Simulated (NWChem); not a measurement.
System: CNO, doublet; SMILES C(=[N])=O

Input file for NWChem:

```
start job
memory heap 200 mb stack 900 mb global 1100 mb
geometry units angstroms noautosym nocenter noautoz
  N      0.000000     0.000000     1.263891
  C      0.000000     0.000000     0.035520
  O      0.000000     0.000000    -1.133404
end
basis spherical
  * library pcseg-2
end
dft
  odft
  mult 2
  xc m06-2x
  iterations 150
end
cosmo
  do_cosmo_smd true
  solvent water
end
task dft energy
```

The state is orbitally degenerate and is run as one real component. Geometry: optimised at PBE0-D3(BJ)/def2-TZVP, spin-unrestricted. No stability test was run on the SCF state. Solvent: water.

Solvent water, SMD (1 M gas to 1 M solution), gas-phase geometry. Reactions with the solvent are ignored.

Q: What results follow from this input? (M06-2X/pcseg-2, spin-unrestricted, SMD on the gas-phase geometry.) Quantities: basis functions; solvation free energy (kcal/mol); cavity-dispersion-structure term (kcal/mol); dipole in solution (D).

A: 
```json
{
  "number_of_basis_functions": "90",
  "solvation free energy (kcal/mol)": "1.6",
  "cavity-dispersion-structure term (kcal/mol)": "4.7",
  "dipole in solution (D)": "0.85"
}
```
